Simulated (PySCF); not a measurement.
Predicted spectroscopic data

- J: B3LYP/pcJ-1 (spin–dipole term left out of most H,H and C,H couplings)
- GFN2-xTB structure
- NMR shieldings at PBE0/pcSseg-1/GIAO
- run in PySCF
- single conformer, isolated molecule, equivalent nuclei averaged, relativity neglected

References, each an isolated molecule treated in the same way: ¹H and ¹³C vs TMS. Multiplet labels drop J under 1 Hz and among equivalent protons, and merge close values. Unscaled 3J(H,H) run several per cent high. Splittings of carbon signals by F and P are missing where no couplings were computed. Where no couplings were computed, multiplicities follow the n + 1 count of equivalent neighbours, and m marks all less simple cases (inequivalent or close neighbours, rings, F or P nearby). Vicinal couplings that depend on rotamer populations or ring flexing (ring, CH–CH, X–H and H–F types) are those of the one conformer. Shifts are as computed. Against solution values, carbons near 30 ppm lie about +3 ppm off and those near 130 ppm about +5 ppm. Of 1211 compounds with measured shifts, 218 miss one by over three times the rms of a fit or turn the order of signals round; such compounds aren't used in these exercises.

**1.** `CC1=NCCO1`, C$_{4}$H$_{7}$NO. ¹H NMR (600 MHz, computed): δ 4.23 (m, 2H), 4.04 (m, 2H), 1.99 (t, J = 2.0 Hz, 3H). ¹³C{¹H} NMR (computed): δ 170.7 (C), 69.3 (CH2), 59.3 (CH2), 16.2 (CH3).

**2.** SMILES [C@H]1(F)OC[C@@H](C(F)(F)F)CO1, C$_{5}$H$_{6}$F$_{4}$O$_{2}$. ¹H NMR (600 MHz, computed): δ 6.13 (m, 1H), 4.52 (m, 2H), 4.19 (m, 2H), 2.81 (m, 1H). ¹³C{¹H} NMR (computed): δ 133.5, 116.7, 60.7, 41.7.
